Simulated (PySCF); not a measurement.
F4Re, neutral, multiplicity 4. Atoms are numbered in the order given.

```xyz
5

Re     0.0000     0.0000     0.0000
F      1.8656     0.0000     0.0000
F     -1.8656     0.0000     0.0000
F      0.0000     1.8656     0.0000
F      0.0000    -1.8656     0.0000
```
Charge 0, spin multiplicity 4.

The structure is a stationary point at r2SCAN-D4/def2-SVP. The spin state was assumed, not searched. The def2 effective core potentials stand for the cores of Re; spin–orbit coupling is left out.

These are PBE/def2-TZVP (PySCF) values and carry that method's errors.

ESP charges are fitted to the potential on shells at 1.4 to 2.0 van der Waals radii. Atomic charges (e):

| atom | Löwdin | Mulliken | ESP fit | Mulliken spin |
|---|---|---|---|---|
| Re1 | 0.79 | 1.27 | ___ | 2.78 |
| F2 | -0.20 | -0.32 | ___ | 0.06 |
| F3 | -0.20 | -0.32 | ___ | 0.06 |
| F4 | -0.20 | -0.32 | ___ | 0.06 |
| F5 | -0.20 | -0.32 | ___ | 0.06 |

Question: Fill in the missing entries. (Estimate from the structure and the level; the computed values follow.)

Answer: 
- Re1, ESP fit: 1.08
- F2, ESP fit: -0.27
- F3, ESP fit: -0.27
- F4, ESP fit: -0.27
- F5, ESP fit: -0.27
